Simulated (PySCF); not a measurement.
Isomers of C5H15N3Si.

All values: PBE0/pcSseg-1 (PySCF) at GFN2-xTB geometries, gas phase, one conformer each.

Question: Rank by HOMO energy, highest first.
A. `[CH2:1]=[N:2][C@@H:3]([CH2:4][CH3:5])[Si@@H:6]([NH2:7])[NH:8][CH3:9]` with C1–N2–C3–C4 137°, N2–C3–C4–C5 176°, N2–C3–Si6–N7 160°, C3–Si6–N7–H 180° and 40°, C3–Si6–N8–C9 180°
B. `[CH3:1][N:2]1[CH2:3][CH2:4][Si@@:5]1([NH2:6])[CH2:7][CH2:8][NH2:9]` with C4–Si5–N6–H -28° and 116°, C4–Si5–C7–C8 -90°, Si5–C7–C8–N9 -67°, C7–C8–N9–H -178° and -60°
C. `[CH2:1]=[N:2][Si@H:3]([CH2:4][NH:5][CH3:6])[N:7]([CH3:8])[CH3:9]` with C1–N2–Si3–C4 -99°, N2–Si3–C4–N5 54°, Si3–C4–N5–C6 -179°, N2–Si3–N7–C8 157°
D. `[CH2:1]=[C:2]([CH3:3])[CH2:4][NH:5][Si@H:6]([NH2:7])[NH:8][CH3:9]` with C1–C2–C4–N5 -9°, C2–C4–N5–Si6 149°, C4–N5–Si6–N7 -65°, N5–Si6–N7–H -178° and 42°, N5–Si6–N8–C9 177°

Answer: B (-5.69 eV), C (-6.12 eV), D (-6.46 eV), A (-6.58 eV).

Question: Rank by the highest Hirshfeld charge on any atom, highest value first.
A. `[CH2:1]=[C:2]([CH3:3])[CH2:4][NH:5][Si@H:6]([NH2:7])[NH:8][CH3:9]` with C1–C2–C4–N5 -9°, C2–C4–N5–Si6 149°, C4–N5–Si6–N7 -65°, N5–Si6–N7–H -178° and 42°, N5–Si6–N8–C9 177°
B. `[CH2:1]=[N:2][Si@H:3]([CH2:4][NH:5][CH3:6])[N:7]([CH3:8])[CH3:9]` with C1–N2–Si3–C4 -99°, N2–Si3–C4–N5 54°, Si3–C4–N5–C6 -179°, N2–Si3–N7–C8 157°
C. `[CH3:1][N:2]1[CH2:3][CH2:4][Si@@:5]1([NH2:6])[CH2:7][CH2:8][NH2:9]` with C4–Si5–N6–H -28° and 116°, C4–Si5–C7–C8 -90°, Si5–C7–C8–N9 -67°, C7–C8–N9–H -178° and -60°

Answer: C (+0.431 e), A (+0.421 e), B (+0.403 e).

Question: Rank by HOMO–LUMO gap, lowest first.
A. `[CH2:1]=[N:2][C@@H:3]([CH2:4][CH3:5])[Si@@H:6]([NH2:7])[NH:8][CH3:9]` with C1–N2–C3–C4 137°, N2–C3–C4–C5 176°, N2–C3–Si6–N7 160°, C3–Si6–N7–H 180° and 40°, C3–Si6–N8–C9 180°
B. `[CH3:1][NH:2][Si@@H:3]([NH2:4])[NH:5][CH2:6][CH:7]1[CH2:8][CH2:9]1` with C1–N2–Si3–N4 55°, N2–Si3–N4–H 43° and 178°, N2–Si3–N5–C6 178°, Si3–N5–C6–C7 -100°, N5–C6–C7–C8 29°
C. `[CH2:1]=[N:2][Si@H:3]([CH2:4][NH:5][CH3:6])[N:7]([CH3:8])[CH3:9]` with C1–N2–Si3–C4 -99°, N2–Si3–C4–N5 54°, Si3–C4–N5–C6 -179°, N2–Si3–N7–C8 157°
D. `[CH2:1]=[C:2]([CH3:3])[CH2:4][NH:5][Si@H:6]([NH2:7])[NH:8][CH3:9]` with C1–C2–C4–N5 -9°, C2–C4–N5–Si6 149°, C4–N5–Si6–N7 -65°, N5–Si6–N7–H -178° and 42°, N5–Si6–N8–C9 177°
E. `[CH3:1][N:2]1[CH2:3][CH2:4][Si@@:5]1([NH2:6])[CH2:7][CH2:8][NH2:9]` with C4–Si5–N6–H -28° and 116°, C4–Si5–C7–C8 -90°, Si5–C7–C8–N9 -67°, C7–C8–N9–H -178° and -60°

Answer: C (5.32 eV), A (6.44 eV), E (6.84 eV), D (7.10 eV), B (7.62 eV).

All values together:

```json
{"SMILES": "C=N[C@@H](CC)[Si@@H](N)NC", "μ (D)": "1.12", "HOMO (eV)": "-6.58", "LUMO (eV)": "-0.14", "lowest IAO charge (e)": "-0.845 (N)", "highest IAO charge (e)": "+1.127 (Si)", "lowest Hirshfeld charge (e)": "-0.320 (N)", "highest Hirshfeld charge (e)": "+0.400 (Si)"}
{"SMILES": "CN[Si@@H](N)NCC1CC1", "μ (D)": "0.98", "HOMO (eV)": "-6.42", "LUMO (eV)": "1.20", "lowest IAO charge (e)": "-0.855 (N)", "highest IAO charge (e)": "+1.221 (Si)", "lowest Hirshfeld charge (e)": "-0.321 (N)", "highest Hirshfeld charge (e)": "+0.422 (Si)"}
{"SMILES": "C=N[Si@H](CNC)N(C)C", "μ (D)": "0.36", "HOMO (eV)": "-6.12", "LUMO (eV)": "-0.80", "lowest IAO charge (e)": "-0.525 (N)", "highest IAO charge (e)": "+1.127 (Si)", "lowest Hirshfeld charge (e)": "-0.223 (N)", "highest Hirshfeld charge (e)": "+0.403 (Si)"}
{"SMILES": "C=C(C)CN[Si@H](N)NC", "μ (D)": "0.79", "HOMO (eV)": "-6.46", "LUMO (eV)": "0.64", "lowest IAO charge (e)": "-0.870 (N)", "highest IAO charge (e)": "+1.239 (Si)", "lowest Hirshfeld charge (e)": "-0.330 (N)", "highest Hirshfeld charge (e)": "+0.421 (Si)"}
{"SMILES": "CN1CC[Si@@]1(N)CCN", "μ (D)": "2.30", "HOMO (eV)": "-5.69", "LUMO (eV)": "1.14", "lowest IAO charge (e)": "-0.860 (N)", "highest IAO charge (e)": "+1.228 (Si)", "lowest Hirshfeld charge (e)": "-0.334 (N)", "highest Hirshfeld charge (e)": "+0.431 (Si)"}
```

Conformers: `[CH2:1]=[N:2][C@@H:3]([CH2:4][CH3:5])[Si@@H:6]([NH2:7])[NH:8][CH3:9]` with C1–N2–C3–C4 137°, N2–C3–C4–C5 176°, N2–C3–Si6–N7 160°, C3–Si6–N7–H 180° and 40°, C3–Si6–N8–C9 180°; `[CH3:1][NH:2][Si@@H:3]([NH2:4])[NH:5][CH2:6][CH:7]1[CH2:8][CH2:9]1` with C1–N2–Si3–N4 55°, N2–Si3–N4–H 43° and 178°, N2–Si3–N5–C6 178°, Si3–N5–C6–C7 -100°, N5–C6–C7–C8 29°; `[CH2:1]=[N:2][Si@H:3]([CH2:4][NH:5][CH3:6])[N:7]([CH3:8])[CH3:9]` with C1–N2–Si3–C4 -99°, N2–Si3–C4–N5 54°, Si3–C4–N5–C6 -179°, N2–Si3–N7–C8 157°; `[CH2:1]=[C:2]([CH3:3])[CH2:4][NH:5][Si@H:6]([NH2:7])[NH:8][CH3:9]` with C1–C2–C4–N5 -9°, C2–C4–N5–Si6 149°, C4–N5–Si6–N7 -65°, N5–Si6–N7–H -178° and 42°, N5–Si6–N8–C9 177°; `[CH3:1][N:2]1[CH2:3][CH2:4][Si@@:5]1([NH2:6])[CH2:7][CH2:8][NH2:9]` with C4–Si5–N6–H -28° and 116°, C4–Si5–C7–C8 -90°, Si5–C7–C8–N9 -67°, C7–C8–N9–H -178° and -60°.
